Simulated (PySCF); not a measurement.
W(O)(NH)(Cl)(SH) (ClH2NOSW), SMILES [NH]=[W]([SH])(=[O])[Cl], multiplicity 1. Atoms are numbered in the order given.

```xyz
7

W      0.1415    -0.1089    -0.1187
O      1.8144    -0.3649     0.1148
N     -0.4599    -1.1266    -1.4182
H     -0.2480    -1.8146    -2.1399
Cl    -0.2773     2.0960    -0.6456
S     -0.9222    -0.8530     1.8534
H     -2.0492    -1.3036     1.2525
```

Geometry: B3LYP-D3(BJ)/def2-SVP. The multiplicity is an assumed one; no other spin state was optimised. The structure was generated by enumeration; whether it is a known compound was not checked. The def2 effective core potentials stand for the cores of W; spin–orbit coupling is left out. Other conformers were not sampled.

These are ωB97X/def2-TZVP run with PySCF values and carry that method's errors.

The molecule is in vacuum.

Computed frontier levels, gap, dipole moment and polarisability:
The highest occupied level is -10.51 eV, the lowest empty level is -0.73 eV and the orbital gap is 9.78 eV. The dipole moment comes out as 2.46 D and the quadrupole, principal values (traceless, Buckingham form, about the centre of nuclear charge) is -8.41, 1.00, 7.41 D·Å. The mean static polarisability comes out as 80.1 bohr³ (11.87 Å³) and the polarisability, principal values comes out as 69.5, 78.8, 92.0 bohr³.
